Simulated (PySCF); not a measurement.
**Stretching NaI**

Set-up: Na def2-SVP, I def2-SVP with ECP28; scalar-relativistic core potentials (PySCF 2.14). Energies in eV from Na + I in their ground configurations at the same level. State: ¹Σ⁺ (singlet), closed shell.

```
R (Å)    PBE0
2.345  -2.709
2.454  -2.997
2.563  -3.152
2.645  -3.206
2.727  -3.221
2.809  -3.205
2.918  -3.148
3.054  -3.039
3.218  -2.872
3.436  -2.622
```

**Question.** Put a parabola through the three lowest points of the PBE0 curve and estimate Re, k and ωe (reduced mass 19.46 u; 1 eV/Å² = 0.16022 mdyn/Å; ωe = 1302.8·√(k/μ) cm⁻¹).

**Answer.** Through R = 2.645, 2.727, 2.809 Å the second-order coefficient is 2.31 eV/Å², so Re ≈ 2.726 Å, k ≈ 0.739 mdyn/Å and ωe ≈ 254 cm⁻¹. A polynomial fit of higher order to the unrounded PBE0 energies gives Re = 2.721 Å, k = 0.737 mdyn/Å, ωe = 254 cm⁻¹; anharmonicity and rounding make the difference.

The higher-order fit for each curve: PBE0: Re = 2.721 Å, ωe = 254 cm⁻¹, De = 3.22 eV.

These are scalar-relativistic numbers at best; spin–orbit coupling would shift them, the dissociation energy most.
